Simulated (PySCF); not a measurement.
# A ladder of Hamiltonians for Hf⁶⁸⁺ (hafnium, charge +68)

Occupied: 1s1/2, 2s1/2. Hartree-Fock calculated with PySCF 2.14 in an even-tempered Gaussian basis (16 s from 17 bohr⁻², ratio 2.7; 13 p from 21 bohr⁻², ratio 2.7), Gaussian nucleus throughout. NR is non-relativistic, sf-X2C the spin-free one-electron X2C Hamiltonian, X2C adds the bare one-electron spin-orbit term, X2C-SNSO screens it by Boettger's factors, DC is four-component Dirac-Coulomb, and the Gaunt and Breit terms are added at first order (total energies over the DC spinors, levels after relaxing the spinors in that mean field). QED terms are absent. Levels marked empty are virtual spinors of this ion.

| level (eV) | NR | sf-X2C | X2C | X2C-SNSO |
| --- | --- | --- | --- | --- |
| 1s1/2 | -68543.3 | -73868.8 | -73868.8 | -73868.8 |
| 2s1/2 | -16569.9 | -18200.6 | -18200.6 | -18200.6 |
| 2p1/2 (empty) | -16160.3 | -16766.3 | -17726.6 | -17695.3 |
| 2p3/2 (empty) | -16160.3 | -16766.3 | -16381.7 | -16391.7 |
| 3s1/2 (empty) | -7135.6 | -7693.1 | -7693.1 | -7693.1 |

**Question.** Where do the four-component calculations put these levels?

**Answer.** 1s1/2: DC -73949.8, DC+Gaunt -73789.2, DC+Breit -73791.1; 2s1/2: DC -18210.4, DC+Gaunt -18191.0, DC+Breit -18193.0; 2p1/2 (empty): DC -17706.2, DC+Gaunt -17670.8, DC+Breit -17675.5; 2p3/2 (empty): DC -16393.8, DC+Gaunt -16374.8, DC+Breit -16379.6; 3s1/2 (empty): DC -7695.8, DC+Gaunt -7690.4, DC+Breit -7691.2 (eV).

```json
{"Hamiltonian": "NR", "E (hartree)": "-6367.1913", "E − E(DC) (hartree)": "532.6935", "CPU seconds": "0.31"}
{"Hamiltonian": "sf-X2C", "E (hartree)": "-6896.5028", "E − E(DC) (hartree)": "3.3820", "CPU seconds": "0.19"}
{"Hamiltonian": "X2C", "E (hartree)": "-6896.5028", "E − E(DC) (hartree)": "3.3820", "CPU seconds": "0.18"}
{"Hamiltonian": "X2C-SNSO", "E (hartree)": "-6896.5028", "E − E(DC) (hartree)": "3.3820", "CPU seconds": "0.21"}
{"Hamiltonian": "DC", "E (hartree)": "-6899.8848", "E − E(DC) (hartree)": "0.0000", "CPU seconds": "5.2"}
{"Hamiltonian": "DC+Gaunt", "E (hartree)": "-6893.1876", "E − E(DC) (hartree)": "6.6972", "CPU seconds": "9.3"}
{"Hamiltonian": "DC+Breit", "E (hartree)": "-6893.3333", "E − E(DC) (hartree)": "6.5515", "CPU seconds": "77"}
```

Weight of the small component: 1s1/2 0.0738, 2s1/2 0.0180, 2p1/2 0.0178, 2p3/2 0.0164, 3s1/2 0.00767.

Koopmans' value for the highest occupied level at DC+Breit: 18193.0 eV, against an ionisation energy of 18180 ± 50 eV (theoretical estimate listed by NIST; NIST Atomic Spectra Database, ionization energies); the former lacks relaxation, correlation, QED and recoil.

The whole ladder took 94 s of wall time on 1 thread of Intel(R) Xeon(R) Platinum 8259CL CPU @ 2.50GHz (shared host), launched as `OMP_NUM_THREADS=1 python relrun2.py TASK.json OUT` (a driver that calls PySCF for each Hamiltonian).

Dirac-Coulomb iterations, started from the X2C spinors:

```
with_ssss True, with_gaunt False, with_breit False
light speed = 137.03599967994
init E= -6828.08215411441
cycle= 1 E= -6899.8845572655  delta_E= -71.8  |g|= 2.64  |ddm|= 0.134
cycle= 2 E= -6899.88479670698  delta_E= -0.000239  |g|= 0.00523  |ddm|= 0.000823
cycle= 3 E= -6899.88479671017  delta_E= -3.19e-09  |g|= 1.05e-05  |ddm|= 9.1e-06
```
